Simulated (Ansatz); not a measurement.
This geometry of Cl2FGeHO + ClH (8 atoms, charge 0, multiplicity 1) is a first-order saddle point.

The calculation used RKS B3LYP-D4/def2-SVP (Ansatz 0.2.0).

```xyz
8
Properties=species:S:1:pos:R:3
Ge -0.285 -0.052 -0.266
F -0.008 -0.915 1.474
O 1.449 0.228 -0.328
H 1.908 -0.316 0.331
Cl -0.935 1.605 -1.486
Cl -1.081 -1.825 -1.167
Cl -2.051 0.643 1.503
H -1.025 -0.319 1.904
```

(1) Which two structures does it join? (They come from a converged band through this point; their orientation in space is the band's.)

(2) How far does it lie above each of them?

Results:

(1) Bonds broken: Ge1–F2, Cl7–H8. Bonds formed: Ge1–Cl7, F2–H8. Cl2FGeHO + ClH becomes Cl3GeHO + FH.

First end point:

```xyz
8
Properties=species:S:1:pos:R:3
Ge 0.179 -0.037 -0.249
F 0.043 -0.086 1.492
O 1.881 -0.014 -0.656
H 2.309 -0.877 -0.552
Cl -0.688 1.774 -0.929
Cl -0.804 -1.789 -0.971
Cl -3.100 0.067 1.753
H -1.848 0.010 2.078
```

Last end point:

```xyz
8
Properties=species:S:1:pos:R:3
Ge -0.532 0.187 -0.651
F 0.385 -1.088 2.216
O 1.111 0.242 -0.069
H 1.190 -0.269 0.761
Cl -0.781 1.725 -2.106
Cl -1.083 -1.719 -1.463
Cl -1.898 0.577 1.020
H -0.419 -0.607 2.257
```

(2) 1.01 eV above the first and 1.24 eV above the second. This is the barrier of this one path; another mechanism may lie lower. The orbitals stay closed-shell, which can raise the energy where a bond breaks towards radicals; this wasn't checked here.

The run took 12 min on 4 threads of Arm Neoverse N1 (shared host), peak memory 0.38 GiB.
